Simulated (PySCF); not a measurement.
A geometry optimisation, step by step.

C2H7NO2Si.
Bonds: C1–O2, O2–Si3, Si3–N4, N4–C5, C5–O6 (double). Hydrogens: H7, H8, H9 on C1; H10, H11 on Si3; H12 on N4; H13 on C5.

Computed by this run: PySCF 2.14.0, PBE0-D3(BJ)/def2-SVP geometry optimisation, gas phase; density fitting, grid level 1; the optimiser is geomeTRIC in internal coordinates, started from a GFN2-xTB structure with every atom displaced at random (about 0.01 Å). The frame can shift and turn from step to step; on so coarse a grid that alone can change the energy by a few meV, and forces under 0.02 eV/Å are noise.

Step 0: E = -15631.1037 eV, largest atomic force 2.371 eV/Å
```
atom  x, y, z in Å  |  force x, y, z in eV/Å
C1     -2.031    0.034    1.723   -0.847   1.694  -0.345
O2     -1.089    0.364    0.763   -1.028   0.779  -0.024
Si3     0.274   -0.445    0.476    1.752   0.023  -0.193
N4      0.935    0.562   -0.813   -2.152   0.588   0.803
C5      2.075    0.205   -1.355    0.946   0.746  -1.020
O6      2.703   -0.740   -0.970    0.903  -1.291   0.311
H7     -2.455   -0.937    1.543   -0.476  -0.943  -0.027
H8     -1.611    0.088    2.719    0.219  -0.116   0.778
H9     -2.850    0.806    1.666    0.429  -0.671   0.138
H10     1.196   -0.405    1.639   -0.021  -0.114   0.156
H11     0.036   -1.802    0.015   -0.163  -0.694  -0.173
H12     0.422    1.370   -1.154    0.104  -0.051  -0.044
H13     2.401    0.880   -2.171    0.334   0.048  -0.362
```

Step 1: E = -15631.2869 eV, largest atomic force 0.379 eV/Å
```
atom  x, y, z in Å  |  force x, y, z in eV/Å
C1     -2.408   -0.094    1.940    0.079  -0.303   0.014
O2     -1.464    0.240    0.962    0.161  -0.007  -0.055
Si3    -0.045   -0.582    0.654   -0.351  -0.049   0.046
N4      0.606    0.370   -0.681    0.354  -0.087  -0.103
C5      1.789    0.003   -1.254   -0.142  -0.220   0.275
O6      2.426   -0.958   -0.875   -0.152   0.230  -0.072
H7     -2.817   -1.116    1.791    0.089   0.143   0.046
H8     -1.987   -0.037    2.964   -0.046  -0.003  -0.089
H9     -3.253    0.605    1.880   -0.025   0.110  -0.014
H10     0.832   -0.580    1.857    0.064   0.038  -0.043
H11    -0.336   -1.982    0.224    0.044   0.049   0.016
H12     0.125    1.183   -1.046   -0.082   0.074   0.002
H13     2.120    0.653   -2.096    0.007   0.024  -0.022
```

Step 2: E = -15631.2940 eV, largest atomic force 0.202 eV/Å
```
atom  x, y, z in Å  |  force x, y, z in eV/Å
C1     -2.395   -0.101    1.938   -0.044  -0.034   0.007
O2     -1.465    0.242    0.954    0.075  -0.014  -0.037
Si3    -0.053   -0.579    0.638   -0.104  -0.027   0.072
N4      0.589    0.386   -0.689    0.147  -0.023  -0.093
C5      1.772   -0.005   -1.233   -0.133   0.149   0.034
O6      2.384   -0.967   -0.823    0.010  -0.053   0.009
H7     -2.802   -1.120    1.793    0.015   0.021   0.002
H8     -1.965   -0.047    2.955   -0.004   0.004   0.001
H9     -3.239    0.605    1.888    0.008  -0.005   0.019
H10     0.850   -0.564    1.823    0.005   0.012  -0.004
H11    -0.329   -1.978    0.206   -0.011   0.008   0.008
H12     0.110    1.202   -1.056    0.016  -0.025   0.000
H13     2.133    0.630   -2.076    0.021  -0.012  -0.018
```

Step 3: E = -15631.2943 eV, largest atomic force 0.155 eV/Å
```
atom  x, y, z in Å  |  force x, y, z in eV/Å
C1     -2.395   -0.102    1.938   -0.026   0.011   0.011
O2     -1.466    0.245    0.952    0.018   0.012  -0.023
Si3    -0.057   -0.578    0.639    0.025  -0.008   0.010
N4      0.592    0.383   -0.691   -0.011   0.110  -0.080
C5      1.775   -0.001   -1.234   -0.139  -0.030   0.062
O6      2.376   -0.969   -0.824    0.139  -0.067  -0.019
H7     -2.800   -1.120    1.791   -0.008  -0.013  -0.008
H8     -1.962   -0.051    2.954    0.007   0.003   0.014
H9     -3.238    0.605    1.895    0.010  -0.011   0.004
H10     0.848   -0.558    1.822    0.000   0.002   0.000
H11    -0.336   -1.978    0.214   -0.013  -0.004   0.000
H12     0.114    1.198   -1.059   -0.009  -0.002   0.007
H13     2.139    0.630   -2.079    0.008  -0.002   0.022
```

Step 4: E = -15631.2948 eV, largest atomic force 0.182 eV/Å
```
atom  x, y, z in Å  |  force x, y, z in eV/Å
C1     -2.396   -0.101    1.939    0.007   0.021   0.016
O2     -1.468    0.250    0.952   -0.037   0.033   0.001
Si3    -0.062   -0.576    0.640    0.061   0.026  -0.021
N4      0.594    0.380   -0.694   -0.069  -0.054   0.103
C5      1.776   -0.005   -1.232    0.099  -0.020  -0.151
O6      2.392   -0.972   -0.837   -0.051   0.010   0.066
H7     -2.801   -1.118    1.787   -0.020  -0.029  -0.010
H8     -1.960   -0.056    2.954    0.011   0.001   0.011
H9     -3.238    0.606    1.905    0.005  -0.002  -0.015
H10     0.845   -0.551    1.822    0.003  -0.008  -0.003
H11    -0.347   -1.976    0.223   -0.002  -0.011  -0.009
H12     0.118    1.194   -1.065   -0.002   0.009  -0.004
H13     2.138    0.630   -2.075   -0.005   0.024   0.015
```

Step 5: E = -15631.2953 eV, largest atomic force 0.069 eV/Å
```
atom  x, y, z in Å  |  force x, y, z in eV/Å
C1     -2.394   -0.101    1.940    0.004  -0.011   0.005
O2     -1.466    0.251    0.954   -0.006   0.015   0.001
Si3    -0.059   -0.575    0.639    0.011  -0.006   0.004
N4      0.590    0.381   -0.696   -0.012  -0.019  -0.006
C5      1.772   -0.008   -1.235    0.036   0.044   0.038
O6      2.384   -0.970   -0.822   -0.018  -0.015  -0.015
H7     -2.801   -1.118    1.786    0.001   0.002  -0.001
H8     -1.959   -0.058    2.956    0.000  -0.001  -0.004
H9     -3.236    0.607    1.904   -0.002   0.005  -0.002
H10     0.849   -0.553    1.819    0.000   0.001  -0.003
H11    -0.345   -1.975    0.218   -0.002   0.000   0.000
H12     0.113    1.196   -1.067   -0.002  -0.002  -0.007
H13     2.142    0.627   -2.075   -0.010  -0.014  -0.011
```

Step 6: E = -15631.2953 eV, largest atomic force 0.044 eV/Å
```
atom  x, y, z in Å  |  force x, y, z in eV/Å
C1     -2.394   -0.101    1.940   -0.003  -0.008  -0.002
O2     -1.465    0.253    0.955    0.002   0.008   0.002
Si3    -0.058   -0.572    0.639   -0.003  -0.017   0.006
N4      0.589    0.383   -0.697    0.017   0.011  -0.011
C5      1.772   -0.008   -1.232   -0.043  -0.005  -0.009
O6      2.375   -0.976   -0.820    0.020   0.003   0.004
H7     -2.801   -1.117    1.782    0.003   0.005   0.001
H8     -1.959   -0.062    2.956   -0.002  -0.001  -0.002
H9     -3.235    0.607    1.905   -0.001   0.001   0.004
H10     0.852   -0.549    1.818    0.000   0.002  -0.001
H11    -0.343   -1.972    0.219   -0.005   0.002   0.003
H12     0.113    1.198   -1.069    0.006  -0.003  -0.001
H13     2.142    0.621   -2.077    0.009   0.001   0.007
```

Step 7: E = -15631.2955 eV, largest atomic force under 0.02 eV/Å
```
atom  x, y, z in Å  |  force x, y, z in eV/Å
C1     -2.394   -0.100    1.940    0.000  -0.001  -0.001
O2     -1.465    0.255    0.956   -0.004   0.010   0.003
Si3    -0.059   -0.572    0.640    0.010  -0.004  -0.002
N4      0.589    0.381   -0.698   -0.008   0.002   0.003
C5      1.772   -0.009   -1.233    0.001  -0.004  -0.004
O6      2.379   -0.975   -0.820    0.003  -0.001   0.002
H7     -2.803   -1.115    1.780   -0.001  -0.001   0.000
H8     -1.958   -0.064    2.956    0.000   0.000   0.001
H9     -3.234    0.610    1.908    0.001   0.000   0.000
H10     0.852   -0.548    1.817    0.001   0.000  -0.001
H11    -0.347   -1.972    0.222   -0.003  -0.001   0.001
H12     0.113    1.195   -1.072    0.000  -0.001  -0.002
H13     2.142    0.620   -2.077    0.001   0.001   0.002
```

Task: Summarise the path.

Result: The energy falls by 0.1917 eV from step 0 to step 7; nine tenths of that is first reached at step 1. It falls at every step. The largest force goes from 2.371 to under 0.02 eV/Å. Among the bonds O2–Si3 changes most, from 1.610 to 1.662 Å; the atoms move by 0.064 Å rms after alignment.

Task: Follow the three bonds and two angles with the largest change from start to end.

Result: 
| step | E above end (eV) | largest force (eV/Å) | O2–Si3 (Å) | N4–C5 (Å) | Si3–H11 (Å) | H7–C1–H8 (°) | N4–Si3–H10 (°) |
| --- | --- | --- | --- | --- | --- | --- | --- |
| 0 | 0.1917 | 2.371 | 1.610 | 1.312 | 1.453 | 110.7 | 108.9 |
| 1 | 0.0086 | 0.379 | 1.669 | 1.364 | 1.493 | 108.0 | 113.2 |
| 2 | 0.0014 | 0.202 | 1.664 | 1.359 | 1.490 | 108.0 | 111.9 |
| 3 | 0.0012 | 0.155 | 1.662 | 1.356 | 1.489 | 107.9 | 111.6 |
| 4 | 0.0007 | 0.182 | 1.660 | 1.354 | 1.489 | 107.9 | 111.3 |
| 5 | 0.0002 | 0.069 | 1.661 | 1.356 | 1.489 | 108.0 | 111.5 |
| 6 | 0.0001 | 0.044 | 1.662 | 1.356 | 1.490 | 108.0 | 111.5 |
| 7 | 0.0000 | under 0.02 | 1.662 | 1.356 | 1.489 | 108.0 | 111.5 |

What follows is the cost of the whole optimisation. The run took 76 s on one thread, Arm Neoverse N1 (aarch64), on a shared host, and the process peaked at 0.51 GiB of memory.
